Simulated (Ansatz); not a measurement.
## Calibrating PBE0-D4/def2-TZVPP on molecular compounds of Mg

The vertical ionisation energy (cation less neutral) in eV of 8 molecular compounds of Mg: x at PBE0-D4/def2-TZVPP, y at CCSD(T)/def2-TZVPP. Shapes, held fixed at every level: PBE0-D4/def2-TZVP. Programs: Ansatz 0.2.0.

| molecule | x (eV) | y (eV) |
| --- | --- | --- |
| CH5MgNO (SMILES C[O][Mg][NH2]) | 8.50 | 8.82 |
| CH6MgOSSi (SMILES C[S][Mg][O][SiH3]) | 8.85 | 8.91 |
| Mg(NH2)F | 9.18 | ? |
| MgSi3NH9O (SMILES [SiH3][O][Mg][N]([SiH3])[SiH3]) | 9.24 | 9.62 |
| Mg(OH)(SH) | 9.47 | 9.51 |
| Mg(SH)Cl | 9.81 | 9.78 |
| Mg(OH)Cl | 10.67 | 11.21 |
| MgHF (SMILES [F][MgH]) | 10.98 | 10.98 |

Fit y = c + s·x to the known rows and predict y for Mg(NH2)F.


1. Means of the 7 rows: x = 9.6457, y = 9.833.
2. Σ(Δx)² = 4.9978, Σ(Δx·Δy) = 4.9704, so the slope is 4.9704/4.9978 = 0.99452.
3. Intercept: 9.833 − (0.99452) × 9.6457 = 0.240. The largest residual of the fit is 0.36.
4. Mg(NH2)F: 0.240 + 0.99452 × 9.18 = 9.37 eV.

CCSD(T)/def2-TZVPP gives 9.16 eV, so the prediction is off by +0.21 eV, within the largest residual. Uncorrected, PBE0-D4/def2-TZVPP misses Mg(NH2)F by +0.02 eV, and the other rows by 0.20 on average. The line makes this one worse. Left out in turn, the other rows are missed by 0.28 eV on average, worse than no correction. Cations run unrestricted. Outer-core shells of Mg are correlated, in sets that cover them unevenly.
